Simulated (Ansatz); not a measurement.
Ideal-gas functions of CH3BrFInO, SMILES `C[O][In]([F])[Br]` at 800 K and 1 bar, from an Ansatz frequency run at PBE0-D4/def2-TZVP.

Molar mass 244.75 g/mol, point group C1 (symmetry number 1), electronic degeneracy 1, moments of inertia 117.942, 568.144, 682.796 u Å². Harmonic wavenumbers (cm⁻¹, unscaled): 38, 62, 67, 109, 132, 227, 276, 563, 593, 1095, 1169, 1194, 1476, 1489, 1499, 3011, 3076, 3090.

Use S(trans) = R[1.5 ln M + 2.5 ln T − 1.1517]; rotational temperatures θ = 24.2544 K / I; S(rot) = R[ln(√π/σ · √(T³/θAθBθC)) + 1.5]; for each mode x = 1.438777 ν̃/T, S = R[x/(eˣ − 1) − ln(1 − e⁻ˣ)] and H = RT x/(eˣ − 1); 1 cm⁻¹ = 0.0119627 kJ/mol; R = 8.31446 J/(mol·K).

**Question.** By hand: the entropy, in J/(mol·K).

**Answer.** Translation 198.0. Rotation: θ = 0.2056, 0.0427, 0.0355 K, giving 134.2. Vibration, mode by mode: 30.63, 26.56, 25.91, 21.88, 20.29, 15.82, 14.22, 8.56, 8.16, 3.91, 3.52, 3.39, 2.28, 2.23, 2.20, 0.24, 0.22, 0.21, in all 190.2. Electronic 0.0. Sum 522.4 J/(mol·K).

**Question.** By hand: H − E and G − E in kJ/mol, counted from the electronic energy.

**Answer.** Zero-point energy ½ × 19166 × 0.0119627 = 114.6; thermal vibration 59.3; translation, rotation and pV give 4 RT = 26.6. H − E = 200.5 kJ/mol, and G − E = 200.5 − 800 × 522.4/1000 = -217.4 kJ/mol.

Vibration gives 36 % of the entropy, 125.3 J/(mol·K) of it from the modes under 150 cm⁻¹: soft modes count most, and the harmonic formula is weakest for them. The sum counts one conformer and one mirror image; others add a mixing term.
